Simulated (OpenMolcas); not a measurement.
**Fe4+: effect of the active space**

| Property | Result |
| --- | --- |
| Program | OpenMolcas 26.06 |
| Method | MS-CASPT2 or its RAS form, IPEA 0.25 Eh, imaginary shift 0.1 Eh |
| Basis | ANO-RCC-VTZP |
| Scalar Hamiltonian | DKH2, point nucleus |
| Spin-orbit coupling | RASSI with atomic mean-field integrals over the reference wave functions, term energies averaged over their components |

A. 4 electrons in 5 orbitals (3d); 2S+1 = 5 even, 5 roots; 2S+1 = 3 even, 45 roots; 2S+1 = 1 even, 50 roots; closed shells correlated: 3s 3p; CASPT2 step of the order of 14 core-seconds
B. 10 electrons in 8 orbitals (RAS1 3p, at most 2 holes; RAS2 3d); 2S+1 = 5 even, 5 roots; 2S+1 = 3 even, 45 roots; 2S+1 = 1 even, 44 roots; closed shells correlated: 3s; CASPT2 step of the order of 80 core-seconds
C. 4 electrons in 10 orbitals (3d 4d); 2S+1 = 5 even, 5 roots; 2S+1 = 3 even, 45 roots; 2S+1 = 1 even, 44 roots; closed shells correlated: 3s 3p; CASPT2 step of the order of 16 core-minutes

Energies in cm⁻¹ above 3d⁴ ⁵D₀, the measured ground level; measured values from Corliss and Sugar, J. Phys. Chem. Ref. Data 11, 135 (1982).

```json
{"Level": "3d⁴ ⁵D₀", "A": "0.0", "B": "0.0", "C": "0.0", "Measured": "0.0"}
{"Level": "3d⁴ ⁵D₁", "A": "154", "B": "158", "C": "155", "Measured": "142"}
{"Level": "3d⁴ ⁵D₂", "A": "452", "B": "463", "C": "455", "Measured": "417"}
{"Level": "3d⁴ ⁵D₃", "A": "877", "B": "898", "C": "884", "Measured": "803"}
{"Level": "3d⁴ ⁵D₄", "A": "1411", "B": "1446", "C": "1426", "Measured": "1283"}
{"Level": "3d⁴ ³P₀(1)", "A": "24570", "B": "24870", "C": "24810", "Measured": "24055"}
{"Level": "3d⁴ ³H₄", "A": "25410", "B": "25440", "C": "25540", "Measured": "24932"}
{"Level": "3d⁴ ³P₁(1)", "A": "25490", "B": "25810", "C": "25740", "Measured": "24973"}
{"Level": "3d⁴ ³H₅", "A": "25740", "B": "25780", "C": "25890", "Measured": "25226"}
{"Level": "3d⁴ ³H₆", "A": "26110", "B": "26160", "C": "26280", "Measured": "25528"}
{"Level": "3d⁴ ³P₂(1)", "A": "27050", "B": "27400", "C": "27300", "Measured": "26468"}
{"Level": "3d⁴ ³F₂(1)", "A": "27360", "B": "27670", "C": "27570", "Measured": "26761"}
{"Level": "3d⁴ ³F₃(1)", "A": "27460", "B": "27760", "C": "27670", "Measured": "26842"}
{"Level": "3d⁴ ³F₄(1)", "A": "27620", "B": "27930", "C": "27850", "Measured": "26974"}
{"Level": "3d⁴ ³G₃", "A": "30570", "B": "30830", "C": "30670", "Measured": "29817"}
{"Level": "3d⁴ ³G₄", "A": "30960", "B": "31220", "C": "31070", "Measured": "30147"}
{"Level": "3d⁴ ³G₅", "A": "31270", "B": "31540", "C": "31410", "Measured": "30430"}
{"Level": "3d⁴ ³D₃", "A": "37720", "B": "38230", "C": "37820", "Measured": "36630"}
{"Level": "3d⁴ ³D₂", "A": "37850", "B": "38360", "C": "37950", "Measured": "36758"}
{"Level": "3d⁴ ³D₁", "A": "37990", "B": "38500", "C": "38070", "Measured": "36925"}
{"Level": "3d⁴ ¹G₄(1)", "A": "38090", "B": "38270", "C": "38330", "Measured": "36586"}
{"Level": "3d⁴ ¹I₆", "A": "38540", "B": "38310", "C": "38800", "Measured": "37512"}
{"Level": "3d⁴ ¹F₃", "A": "54250", "B": "54450", "C": "54520", "Measured": "52733"}
{"Level": "3d⁴ ³P₂(2)", "A": "63800", "B": "63930", "C": "63740", "Measured": "61854"}
```

Deviations, from unrounded energies. A percentage is the sum of absolute deviations over the sum of measured energies, with the sign that they share, or ± where signs differ.

```tsv
Against measurement	Levels	A	B	C
mean absolute deviation (cm-1)	23	740	940	880
fine structure of the ground term (%)	4	+9.4	+12.1	+10.4
other terms of the ground configuration (%)	19	+2.7	+3.4	+3.2
```

A lies closest to measurement on these levels and B furthest from it. The largest miss of A in the table is 3d⁴ ³P₂(2), by +1900 cm-1. The ranking rests on the paired levels alone, and a cruder setting can come out closer through cancelling errors.

The spin-orbit steps hold different terms of 3d⁴ (B lacks a ¹D, a ¹S; C lacks a ¹D, a ¹S), which shifts levels as well.

The two smallest mean deviations differ by little beside CASPT2's spread within terms, so their order carries little weight.

Among A to C the level of the table that moves most is 3d⁴ ³D₁, by 510 cm-1 (lowest in A, highest in B). Moves below CASPT2's spread within the term are not significant.

CASPT2 does not keep the components of a term degenerate, so their means are used; among the terms shown or strongly mixed into the levels shown the widest spread is 1200 cm-1 (3d⁴ ¹I, B). The CASPT2 spread within a term exceeds the gap to the next term for 3d⁴ ³H and 3d⁴ ³P(1), 3d⁴ ³D and 3d⁴ ¹G(1), 3d⁴ ¹G(1) and 3d⁴ ¹I, so the order of their levels is uncertain (figures for A; the like holds for B, C). Active for correlation alone: 3p; no level in the range computed is led by a configuration that opens it, so any true level of that kind is missing (holds for B). Active for correlation alone: 4d; no level in the range computed is led by a configuration that fills it, so any true level of that kind is missing (holds for C). Computed and measured levels are paired by configuration, term and J; levels that our copy of the source lacks, or whose pairing is in doubt (as where it misses far off the trend of its configuration), stay unpaired and out of the deviations. Levels of configurations outside the active space are missing. Levels that lie high or do not pair safely by name in every column are left out.

A number in round brackets counts repeated terms of one configuration in the order of the reference energies.
